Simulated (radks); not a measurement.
The numbers below are computed, except where a source is named.
Problem. Isoelectronic series with 52 electrons, all held in the configuration [Kr] 4d10 4f4 5s2, which need not be the ground one along the series. Code: a radial shooting solver on a logarithmic mesh with Libxc functionals. Model: scalar-relativistic Kohn-Sham, PBEsol, spin-polarised, spherical densities, point nucleus; open shells are filled with parallel spins first (spin-orbit coupling, left out, can overturn this in heavy ions). Total energies (hartree) and orbital eigenvalues (eV):

| ion | E (hartree) | 5s down | 5s up | 4f up | 4d down |
|---|---|---|---|---|---|
| Ho15+ | -12538.2468 | -318.1717 | -320.7266 | -328.2845 | -487.8348 |
| Er16+ | -12994.5297 | -349.5593 | -352.1201 | -367.9048 | -533.8075 |
| Tm17+ | -13460.2945 | -382.2614 | -384.8337 | -409.3755 | -581.6211 |
| Yb18+ | -13935.6210 | -416.2798 | -418.8683 | -452.6780 | -631.2634 |
| Lu19+ | -14420.5920 | -451.6173 | -454.2262 | -497.7967 | -682.7244 |
| Hf20+ | -14915.2938 | -488.2781 | -490.9111 | -544.7185 | -735.9960 |
| Ta21+ | -15419.8164 | -526.2674 | -528.9279 | -593.4319 | -791.0717 |
| Re23+ | -16458.7014 | -606.2572 | -608.9813 | -696.1960 | -906.6156 |
| Os24+ | -16993.2622 | -648.2726 | -651.0323 | -750.2307 | -967.0759 |
| Ir25+ | -17538.0408 | -691.6462 | -694.4439 | -806.0250 | -1029.325 |
| Pt26+ | -18093.1466 | -736.3875 | -739.2252 | -863.5729 | -1093.360 |
| Au27+ | -18658.6936 | -782.5065 | -785.3862 | -922.8694 | -1159.180 |

Estimate the row of W22+.

Solution. E (hartree) -15934.2532; 5s down -565.5914; 5s up -568.2824; 4f up -643.9272; 4d down -847.9464.
